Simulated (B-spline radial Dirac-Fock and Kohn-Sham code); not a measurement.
# How the binding energies of Nd³⁹⁺ add up

System: neodymium as Nd³⁹⁺, configuration 1s2 2s2 2p6 3s2 3p6 3d3; nuclear rms radius 4.9123 fm (A = 142).

The run's input, task.json:

```json
{"items": [{
  "Z": 60,
  "q": 39,
  "cfg": [[1, 0, 2], [2, 0, 2], [2, 1, 6], [3, 0, 2], [3, 1, 6], [3, 2, 3]],
  "A": 142,
  "rrms": 4.9123,
  "do": ["binding"]
}]}
```

Launch: `python xray_run.py task.json out`

Level of theory: Dirac-Fock (average of configuration) total-energy differences with a finite nucleus, the Breit interaction including its frequency dependence, and self-energy and vacuum-polarisation corrections; an atomic code on a B-spline grid. Correlation and solid-state effects are left out. Energies are counted from the vacuum level.

All terms are in eV, carry their sign (relaxation lowers the binding energy) and add up to the binding energy; ⟨r⟩ is the mean radius of the orbital in the initial state.

| subshell | −ε (Koopmans) | relaxation | Breit | self-energy | vacuum polarisation | binding energy | ⟨r⟩ (bohr) |
| --- | --- | --- | --- | --- | --- | --- | --- |
| 1s | 45927.7 | -37.27 | -116.44 | -70.09 | 10.79 | 45714.6 | 0.024 |
| 2s | 9241.3 | -10.71 | -12.34 | -9.35 | 1.33 | 9210.2 | 0.100 |
| 2p1/2 | 8850.9 | -13.35 | -19.71 | 0.36 | 0.00 | 8818.2 | 0.084 |
| 2p3/2 | 8322.0 | -12.13 | -12.71 | -0.47 | -0.06 | 8296.6 | 0.090 |
| 3s | 3370.4 | -1.46 | -2.63 | -2.32 | 0.32 | 3364.3 | 0.250 |
| 3p1/2 | 3208.6 | -1.75 | -4.30 | 0.03 | 0.00 | 3202.6 | 0.238 |
| 3p3/2 | 3084.3 | -1.55 | -2.69 | -0.15 | -0.01 | 3079.9 | 0.248 |
| 3d | 2849.5 | -2.15 | -1.34 | 0.11 | -0.02 | 2846.1 | 0.219 |

For the deepest level, K (1s), the Breit terms make up -0.255 % of the binding energy, QED -0.130 % and orbital relaxation -0.082 %.

Spin-orbit splittings: 2p 521.5 eV, 3p 122.6 eV.

Going to the tabulated ground configuration of the next ion removes an electron from M4,5 (3d), computed at 2846.1 eV. NIST lists 2861 ± 4 eV as the ionisation energy of this species (theoretical), +14.94 eV from the computed value. Where a p, d or f shell is open in either ion the computed value averages over both j values and all terms, while the table refers to the lowest levels; that difference holds spin-orbit splitting (largest in heavy or highly charged ions), term energies where several electrons share open shells, and correlation, and it can reach 10 % or more.
